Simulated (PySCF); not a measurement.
Computed shifts of a molecule C3H9NSi, PBE/pcSseg-1 in PySCF, GIAO, gas phase, equivalent atoms averaged, in ppm (number of nuclei): ¹⁵N: 36.9 (1). ²⁹Si: -12.1 (1). ¹³C: 28.2 (1), 26.1 (1), 17.8 (1). ¹H: 5.16 (1), 2.23 (1), 1.68 (1), 1.61 (1), 1.59 (1), 1.57 (1), 1.49 (1), 1.44 (1), 0.94 (1). References: ¹⁵N against NH3 (σ = 267.0 ppm); ²⁹Si against TMS (σ = 335.4 ppm); ¹³C against TMS (σ = 182.0 ppm); ¹H against TMS (σ = 31.49 ppm), references at their B3LYP-D3(BJ)/def2-TZVP geometries, non-relativistic. Geometry: PBE0-D3(BJ)/def2-SVP. The values are those of a single conformer.

Task: Which structure fits?
A. C/N=C(/C)[SiH3]
B. N[SiH]1CCC1
C. C1CN[SiH2]C1
D. C=CN(C)[SiH3]

Result: B, N[SiH]1CCC1
